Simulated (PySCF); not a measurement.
The vertical singlet excitations below were computed for one of the candidates. Method: TDDFT wB97X-D/def2-SVPD, vertical, gas phase, core orbitals frozen in the response in PySCF. Geometries: GFN2-xTB, one conformer each.

```json
{"state": "S1", "λ (nm)": "611.3", "f": "0.0002"}
{"state": "S2", "λ (nm)": "295.6", "f": "0.0040"}
{"state": "S3", "λ (nm)": "278.6", "f": "0.0025"}
{"state": "S4", "λ (nm)": "265.1", "f": "0.011"}
{"state": "S5", "λ (nm)": "236.6", "f": "0.031"}
{"state": "S6", "λ (nm)": "218.0", "f": "0.096"}
{"state": "S7", "λ (nm)": "212.9", "f": "0.0045"}
{"state": "S8", "λ (nm)": "204.4", "f": "0.048"}
```

Triplets computed (Tamm–Dancoff): 1.72, 3.72, 3.81 eV.

Orbital energies (eV): HOMO-3 -10.98, HOMO-2 -10.33, HOMO-1 -9.45, HOMO -7.90, LUMO -0.82, LUMO+1 0.59, LUMO+2 1.51.

Task: Which structure fits?
A. `c1c(CC)oc(s1)=S`
B. `CC(=O)/N=C/C#CCN`
C. `O=COCn1cccn1`
D. `CC(=O)CSC=C=S`

Result: D. Its S1, at 2.03 eV, is the lowest among the candidates; the nearest of the others has S1 at 3.45 eV. S1 is HOMO→LUMO (94%). Löwdin shares by element: HOMO sulfur 57%, carbon 35% or more; LUMO sulfur 48%, carbon 46% or more. At the same level the other candidates give, for their lowest levels:
- `CC(=O)/N=C/C#CCN`: 294 nm (f 0.001); 259 nm (f 0.005); 240 nm (f 0.008); 229 nm (f 0.392); 215 nm (f 0.005); T1 3.63 eV; HOMO -9.29, LUMO -0.23 eV
- `CCc1csc(=S)o1`: 359 nm (f 0.000); 283 nm (f 0.230); 252 nm (f 0.000); 218 nm (f 0.094); 213 nm (f 0.019); T1 2.92 eV; HOMO -8.12, LUMO 0.19 eV
- `O=COCn1cccn1`: 207 nm (f 0.001); 186 nm (f 0.160); 181 nm (f 0.006); 180 nm (f 0.062); 170 nm (f 0.005); T1 4.69 eV; HOMO -9.29, LUMO 1.44 eV

The values belong to the conformer `[CH3:1][C:2](=[O:3])[CH2:4][S:5][CH:6]=[C:7]=[S:8]`: C1–C2–C4–S5 86°, C2–C4–S5–C6 68°, C4–S5–C6–C7 149°.
